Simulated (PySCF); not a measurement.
Delta-SCF ions had no search for a lower state. Excitations are Tamm–Dancoff values on a coarser integration grid. The basis has no diffuse functions, so Rydberg states are missing or too high.

# BClI2, SMILES `ClB(I)I` (charge 0, multiplicity 1)

Method: CAM-B3LYP-D3(BJ)/def2-TZVP in PySCF.

| Property | Value |
|---|---|
| HOMO | -8.81 eV |
| dipole moment | 0.07 D |
| HOMO–LUMO gap | 7.66 eV |
| LUMO | -1.15 eV |
| S1 excitation (TDA) | 4.24 eV |
| S1 oscillator strength | 0.000 |
| brightest of the four lowest singlets (TDA) | 5.10 eV |
| T1 excitation (TDA) | 4.09 eV |
| S1–T1 gap (TDA) | 0.14 eV |
| vertical ionisation energy (Delta-SCF) | 9.70 eV |
| total energy | -29404.18 eV |
| cost | roughly 100 core-seconds |

```xyz
4

Cl    -0.1019     1.8207     0.0006
B     -0.0052     0.0923     0.0012
I      1.8886    -0.8538    -0.0064
I     -1.7816    -1.0592     0.0046
```
